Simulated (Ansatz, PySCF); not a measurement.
SiOBr2, SMILES O=[Si](Br)Br. Atoms are numbered in the order given.

```xyz
4

Si     0.0012    -0.8309     0.0000
O      0.0081    -2.3587     0.0000
Br    -0.0045     0.4409    -1.7909
Br    -0.0045     0.4409     1.7909
```
Charge 0, spin multiplicity 1.

Geometry: B3LYP-D3(BJ)/def2-SVP.

Two levels are set side by side: PBE-D3(BJ)/def2-SVP (Ansatz, a quantum-chemistry and plane-wave program) and B3LYP-D3(BJ)/def2-SVP (Ansatz). Each level has its own optimised geometry; the coordinates shown are those of the second. Frequencies come from the Hessian of PySCF at each geometry. Differences are taken from unrounded values.

```csv
quantity,B3LYP-D3(BJ),PBE-D3(BJ),PBE-D3(BJ) minus B3LYP-D3(BJ)
mean bond length (Å),1.974,1.984,0.010
bond Si1–O2 (Å),1.528,1.545,0.017
bond Si1–Br3 (Å),2.197,2.204,0.007
bond Si1–Br4 (Å),2.197,2.204,0.007
highest harmonic wavenumber (cm⁻¹),1237,1187,-50
mean harmonic wavenumber (cm⁻¹),451,436,-16
zero-point energy (kcal/mol),3.87,3.74,-0.13
```

GGA bonds tend to be longer and softer than those of functionals with exact exchange. Differences between two approximate levels are no errors against the true value.
